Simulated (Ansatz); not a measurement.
Lin (charge +1): r2SCAN/def2-TZVP single points in Ansatz on relaxed structures, gas phase. Each cluster is the lowest isomer that a short search found in that spin, judged at the geometry's level, and lower ones may exist. HOMO and LUMO are taken over both spins. Singlets are spin-restricted. The spins of the ions were chosen, not always searched. A dash marks a value that wasn't run or was left out as unsound. The structures are stationary points that may keep the symmetry of their start. Remarks come from the PBE and PBE0 runs and from stability tests at other levels; not every state was tested. HOMO above LUMO (over both spins in singlets and doublets, within one spin in higher multiplets; at PBE or PBE0), or a gap under 0.15 eV within one spin, warns that the state may not be the lowest or that an electron is smeared out.

```json
{"species": "Li3⁺", "atoms": "3", "state": "singlet", "geometry": "r2SCAN/def2-TZVP", "HOMO (eV)": "-7.94", "LUMO (eV)": "-5.37", "gap (eV)": "2.57", "vertical EA (eV)": "4.15", "lowest of the spins relaxed": "singlet, of singlet/triplet", "point group (within 0.1 Å)": "D3h", "remarks": "gap within one spin near zero at PBE or PBE0 (quintet), HOMO above LUMO (quintet)"}
{"species": "Li4⁺", "atoms": "4", "state": "doublet; reduced ion singlet", "geometry": "B3LYP/def2-TZVP", "HOMO (eV)": "-7.07", "LUMO (eV)": "-5.76", "gap (eV)": "1.30", "vertical EA (eV)": "4.36", "lowest of the spins relaxed": "doublet, of doublet/quartet", "point group (within 0.1 Å)": "D2h", "remarks": "–"}
{"species": "Li6⁺", "atoms": "6", "state": "doublet; reduced ion singlet", "geometry": "PBE0/def2-TZVP", "HOMO (eV)": "-6.62", "LUMO (eV)": "-5.57", "gap (eV)": "1.05", "vertical EA (eV)": "–", "lowest of the spins relaxed": "doublet, of doublet/quartet", "point group (within 0.1 Å)": "C2v", "remarks": "restricted singlet, untested (neutral singlet)"}
{"species": "Li7⁺", "atoms": "7", "state": "singlet", "geometry": "PBE/def2-TZVP", "HOMO (eV)": "-6.70", "LUMO (eV)": "-5.43", "gap (eV)": "1.27", "vertical EA (eV)": "4.08", "lowest of the spins relaxed": "–", "point group (within 0.1 Å)": "D5h", "remarks": "restricted SCF unstable in HF"}
{"species": "Li8⁺", "atoms": "8", "state": "doublet; reduced ion singlet", "geometry": "PBE/def2-TZVP", "HOMO (eV)": "-6.44", "LUMO (eV)": "-5.30", "gap (eV)": "1.14", "vertical EA (eV)": "4.04", "lowest of the spins relaxed": "–", "point group (within 0.1 Å)": "–", "remarks": "–"}
{"species": "Li9⁺", "atoms": "9", "state": "singlet", "geometry": "PBE0/def2-TZVP", "HOMO (eV)": "-6.37", "LUMO (eV)": "-4.82", "gap (eV)": "1.55", "vertical EA (eV)": "3.53", "lowest of the spins relaxed": "–", "point group (within 0.1 Å)": "D4d", "remarks": "restricted SCF unstable in HF"}
{"species": "Li10⁺", "atoms": "10", "state": "doublet; reduced ion triplet", "geometry": "PBE0/def2-TZVP", "HOMO (eV)": "-5.54", "LUMO (eV)": "-4.96", "gap (eV)": "0.58", "vertical EA (eV)": "3.69", "lowest of the spins relaxed": "–", "point group (within 0.1 Å)": "–", "remarks": "spin-contaminated (⟨S²⟩ up to 0.87), gap within one spin near zero at PBE or PBE0 (neutral triplet)"}
{"species": "Li11⁺", "atoms": "11", "state": "singlet", "geometry": "r2SCAN/def2-SVP", "HOMO (eV)": "-5.62", "LUMO (eV)": "-4.74", "gap (eV)": "0.88", "vertical EA (eV)": "–", "lowest of the spins relaxed": "–", "point group (within 0.1 Å)": "Cs", "remarks": "restricted SCF unstable in HF, gap within one spin near zero at PBE or PBE0 (neutral doublet), spin-contaminated (⟨S²⟩ up to 0.84) (neutral doublet)"}
{"species": "Li14⁺", "atoms": "14", "state": "doublet", "geometry": "PBE/def2-SVP", "HOMO (eV)": "-5.64", "LUMO (eV)": "-4.83", "gap (eV)": "0.81", "vertical EA (eV)": "–", "lowest of the spins relaxed": "–", "point group (within 0.1 Å)": "Cs", "remarks": "spin-contaminated (⟨S²⟩ up to 0.85)"}
{"species": "Li19⁺", "atoms": "19", "state": "singlet", "geometry": "PBE/def2-SVP", "HOMO (eV)": "-5.63", "LUMO (eV)": "-4.94", "gap (eV)": "0.69", "vertical EA (eV)": "–", "lowest of the spins relaxed": "–", "point group (within 0.1 Å)": "Cs", "remarks": "restricted SCF unstable in HF"}
```

The gap (eV) runs from 0.58 (Li10⁺) to 2.57 (Li3⁺). It doesn't follow size steadily. The vertical EA (eV) runs from 3.53 (Li9⁺) to 4.36 (Li4⁺). It doesn't follow size steadily.
